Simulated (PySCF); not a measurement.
PySCF job for C₅H₆Se, SMILES C=CC1=C[Se]C1, PBE/pcSseg-1. Geometry optimised at B3LYP-D3(BJ)/def2-SVP. This is a generated structure with no PubChem entry under its InChIKey; it may be hypothetical. One conformer was computed; it need not be the lowest.

```python
import numpy as np
from pyscf import gto, scf, dft
from pyscf.prop.nmr import rks as nmr

mol = gto.M(
    atom='''
    C    -0.42487429   -3.32448974    0.00000000
    C     0.53917298   -2.38641977   -0.00000000
    C     0.30506733   -0.95756666    0.00000000
    C     1.18404244    0.07359872   -0.00000000
    Se   -0.06946111    1.52462264    0.00000000
    C    -1.02933752   -0.24726511    0.00000000
    H    -1.48532207   -3.05463683    0.00000000
    H    -0.18410041   -4.38974818    0.00000000
    H     1.59141219   -2.69371635   -0.00000000
    H     2.27479118    0.10998451   -0.00000000
    H    -1.63976448   -0.37809872    0.90480177
    H    -1.63976448   -0.37809872   -0.90480178
    ''',
    basis='pcSseg-1',
    charge=0,
    spin=0,
    max_memory=1600,
    verbose=3,
)
mf = dft.RKS(mol, xc='pbe')
mf.grids.level = 3
mf.conv_tol = 1e-10
mf.max_cycle = 100
mf.kernel()
n = nmr.NMR(mf)
n.verbose = 2
n.max_cycle_cphf = 60
sigma = n.kernel()
print('atom   isotropic/ppm   span/ppm')
for i, s in enumerate(sigma):
    w = np.linalg.eigvalsh((s + s.T) / 2)
    print(f'{mol.atom_symbol(i):2s}{i + 1:3d} {w.mean():14.3f} {w[2] - w[0]:11.3f}')
```

Output:

```
converged SCF energy = -2594.7466733499
atom   isotropic/ppm   span/ppm
C   1         67.189     199.248
C   2         43.632     201.040
C   3         36.937     163.286
C   4         33.187     169.272
Se  5       1159.727    1177.740
C   6        141.456      34.795
H   7         26.104       6.858
H   8         26.269       4.299
H   9         25.233       4.230
H  10         24.260       2.451
H  11         27.426       9.738
H  12         27.426       9.738
```

The run converged.
